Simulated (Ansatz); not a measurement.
Ga2H6OSi2, SMILES `[SiH3][Ga]1[SiH2][O][GaH]1`. Total charge 0; spin multiplicity 1. The geometry is a stationary point of PBE0-D4/def2-TZVP.

```xyz
11

Si    1.048   -2.230   -1.127
Ga    0.114   -0.242   -0.132
Si   -0.476    1.089    1.826
O    -1.087    2.303    0.890
Ga   -0.952    1.920   -0.915
H     1.563   -3.211   -0.134
H     2.168   -1.849   -2.032
H     0.002   -2.903   -1.949
H     0.657    1.556    2.677
H    -1.509    0.510    2.734
H    -1.528    3.057   -1.838
```

Problem. What is the dipole moment at r2SCAN/def2-TZVPP? (Estimate.)

Solution. Ansatz gave: 1.87 D, with components (0.62, -1.34, -1.15) D in this frame, pointing from negative to positive charge.

Problem. And with PBE, B3LYP, ωB97M-V? (Estimate.)

Solution. The calculation gave: PBE 1.81 D, B3LYP 2.08 D, ωB97M-V 2.13 D.

Problem. Give the Mulliken charges with r2SCAN, ωB97M-V, PBE in def2-TZVPP. (Best estimate.)

Solution. Computed: 
```
atom  r2SCAN  ωB97M-V    PBE
 Si1    0.10     0.03   0.02
 Ga2    0.09    -0.01   0.13
 Si3    0.37     0.30   0.27
  O4   -0.48    -0.47  -0.37
 Ga5    0.31     0.28   0.23
  H6   -0.06    -0.01  -0.03
  H7   -0.06    -0.01  -0.03
  H8   -0.06    -0.01  -0.03
  H9   -0.09    -0.05  -0.07
 H10   -0.09    -0.05  -0.07
 H11   -0.05     0.00  -0.03
```

B3LYP here is the variant with VWN-RPA as its local correlation; programs differ in this.
